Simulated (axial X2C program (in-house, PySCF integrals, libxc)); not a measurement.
# Outer orbitals of CoB⁻ at 1.752 Å, PBE0

Calculated with an in-house all-electron X2C program for linear molecules (integrals from PySCF). Spin-free means the one-electron spin-free X2C Hamiltonian; two-component (2c) means X2C with spin–orbit coupling and atomic mean-field two-electron Coulomb and Gaunt terms, so the difference of the two also holds small scalar two-electron terms. Basis: Co dyall-acv3z [10s11p7d4f2g], B dyall-av3z [8s7p3d2f] (cores contracted in-house); Gaussian nuclei, density fitting, unrestricted open shells. Masses: Co 58.933 u, B 11.009 u.

The distance is close to the 2c PBE0 minimum; the highest filled and lowest empty levels are listed.

Spin-free orbitals, state M_S = 1/2, Λ = 2 (beyond evenly filled blocks: δ+α, δ+β, δ-α) (Löwdin shares):

```csv
symmetry,occupied,ε (eV),atomic character
σβ,yes,-6.45,"52% B s, 17% Co d, 15% Co s"
σα,yes,-5.52,"40% Co d, 36% B s, 12% Co s"
π+α,yes,-3.70,"95% Co d, 4% B p"
π-α,yes,-3.70,"95% Co d, 4% B p"
δ-α,yes,-3.51,99% Co d
δ+α,yes,-3.51,99% Co d
σα,yes,-2.43,"55% Co d, 23% B s, 14% Co s"
σβ,yes,-1.53,"63% Co d, 17% B p, 12% B s"
δ+β,yes,-1.37,98% Co d
π+β,yes,-1.01,"58% Co d, 35% B p, 5% Co p"
π-β,yes,-0.79,"51% Co d, 41% B p, 7% Co p"
σβ,yes,0.16,"47% B p, 29% Co s, 10% Co p"
σα,yes,0.23,"34% B p, 28% Co s, 28% Co p"
σα,no,1.83,"82% Co p, 15% Co s, 2% B p"
π-α,no,1.89,99% Co p
π+α,no,1.89,99% Co p
σβ,no,1.91,"86% Co p, 12% Co s"
```

The highest filled level is positive, so this functional does not bind it, and the empty levels of an anion are set by the basis.

Spinors with spin–orbit coupling (state Ω = 5/2):

```json
{"ω": "-1/2", "occupied": "yes", "ε (eV)": "-6.45", "atomic character": "52% B s, 18% Co d, 15% Co s", "λ mixture": "100% σ"}
{"ω": "1/2", "occupied": "yes", "ε (eV)": "-5.52", "atomic character": "40% Co d, 36% B s, 12% Co s", "λ mixture": "100% σ"}
{"ω": "-1/2", "occupied": "yes", "ε (eV)": "-3.73", "atomic character": "95% Co d, 4% B p", "λ mixture": "100% π"}
{"ω": "3/2", "occupied": "yes", "ε (eV)": "-3.66", "atomic character": "94% Co d, 4% B p", "λ mixture": "100% π"}
{"ω": "-3/2", "occupied": "yes", "ε (eV)": "-3.58", "atomic character": "99% Co d", "λ mixture": "100% δ"}
{"ω": "5/2", "occupied": "yes", "ε (eV)": "-3.43", "atomic character": "99% Co d", "λ mixture": "100% δ"}
{"ω": "1/2", "occupied": "yes", "ε (eV)": "-2.43", "atomic character": "55% Co d, 23% B s, 14% Co s", "λ mixture": "100% σ"}
{"ω": "-1/2", "occupied": "yes", "ε (eV)": "-1.53", "atomic character": "63% Co d, 17% B p, 12% B s", "λ mixture": "100% σ"}
{"ω": "3/2", "occupied": "yes", "ε (eV)": "-1.44", "atomic character": "98% Co d", "λ mixture": "100% δ"}
{"ω": "1/2", "occupied": "yes", "ε (eV)": "-1.04", "atomic character": "59% Co d, 34% B p, 5% Co p", "λ mixture": "100% π"}
{"ω": "-3/2", "occupied": "yes", "ε (eV)": "-0.76", "atomic character": "50% Co d, 42% B p, 7% Co p", "λ mixture": "100% π"}
{"ω": "-1/2", "occupied": "yes", "ε (eV)": "0.16", "atomic character": "47% B p, 29% Co s, 10% Co p", "λ mixture": "100% σ"}
{"ω": "1/2", "occupied": "yes", "ε (eV)": "0.23", "atomic character": "34% B p, 28% Co s, 28% Co p", "λ mixture": "100% σ"}
{"ω": "1/2", "occupied": "no", "ε (eV)": "1.83", "atomic character": "83% Co p, 14% Co s", "λ mixture": "100% σ"}
{"ω": "-1/2", "occupied": "no", "ε (eV)": "1.89", "atomic character": "99% Co p", "λ mixture": "100% π"}
{"ω": "3/2", "occupied": "no", "ε (eV)": "1.89", "atomic character": "99% Co p", "λ mixture": "100% π"}
{"ω": "-1/2", "occupied": "no", "ε (eV)": "1.91", "atomic character": "86% Co p, 12% Co s", "λ mixture": "100% σ"}
```

The highest filled level is positive, so this functional does not bind it, and the empty levels of an anion are set by the basis.

Mulliken charges and populations of the two-component result (they depend on the basis, above all on diffuse functions):

Co -0.72 e (s 7.49 p 12.49 d 7.74 f 0.01), B -0.28 e (s 3.57 p 1.66 d 0.04 f 0.01). ⟨Lz⟩ = 2.00 ħ and ⟨Sz⟩ = 0.50 ħ (1.06 and -0.56 on the two atoms), which add up to Ω.

The state is one determinant whose occupation by symmetry is held fixed; it was picked as the lowest of a PBE0 search that is not exhaustive. Density functionals use the spin component along the axis (collinear). Without a current term, density functionals place determinants with orbital angular momentum somewhat too high. The highest occupied level of some functionals is positive through self-interaction error; at Hartree–Fock it is bound. The determinant is spin-polarised beyond a pure state at some levels (its spin-free form has ⟨S²⟩ too high), which makes Re and μ there less reliable.
